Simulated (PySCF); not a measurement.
System: C2H10O2Si2, net charge 0, singlet state. SMILES: [SiH3]OCCO[SiH3]
Structure (B3LYP-D3(BJ)/def2-TZVP (Ansatz) minimum search):
```xyz
16

Si    -3.2425     0.1209     0.6596
O     -1.6979    -0.4115     0.4507
C     -0.6273     0.4240     0.0388
C      0.6273    -0.4240    -0.0388
O      1.6979     0.4115    -0.4507
Si     3.2425    -0.1209    -0.6596
H     -3.2970     1.1862     1.6923
H     -3.7836     0.6764    -0.6065
H     -4.0313    -1.0510     1.0865
H     -0.4715     1.2404     0.7522
H     -0.8305     0.8644    -0.9434
H      0.8305    -0.8644     0.9434
H      0.4715    -1.2404    -0.7522
H      3.7836    -0.6764     0.6065
H      4.0313     1.0510    -1.0865
H      3.2970    -1.1862    -1.6923
```

Dispersion corrections to the total energy (kcal/mol) from the dftd3 and dftd4 libraries through PySCF: D3(BJ) without and D4 with the three-body term, each with the damping fitted for the functional named.

```csv
functional,D3(BJ),D4
BP86,(withheld),-10.03
PBE,(withheld),-7.51
HSE06,(withheld),-5.92
B3LYP,-13.03,-11.96
BHLYP,-10.19,-8.73
BLYP,-15.92,-16.48
TPSS,-9.54,-10.12
```

Task: Some entries are withheld; supply them.

Result: 
- BP86, D3(BJ): -12.05
- PBE, D3(BJ): -7.55
- HSE06, D3(BJ): -5.15
